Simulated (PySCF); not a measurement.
# How methods differ on the excitation energy of V(2+)

V(2+) [Ar] 3d3 (4F) → V(2+) [Ar] 3d2 4s1 (4F), as a difference of total energies. All numbers are calculated (PySCF 2.14, the non-relativistic Hamiltonian (point nucleus), in def2-QZVPPD (11s6p5d3f2g, 93 functions)). Correlated levels: valence: [Ar] frozen. The calculations carry no spin-orbit coupling.

```tsv
method	excitation energy (eV)
UHF	5.396
MP2 (valence)	5.618
SCS-MP2 (valence)	5.470
CCSD (valence)	5.640
CCSD(T) (valence)	5.641
```

Problem. How much does correlation contribute at CCSD(T) (valence)?

Solution. 5.641 − (5.396) = 0.245 eV, measured against UHF.
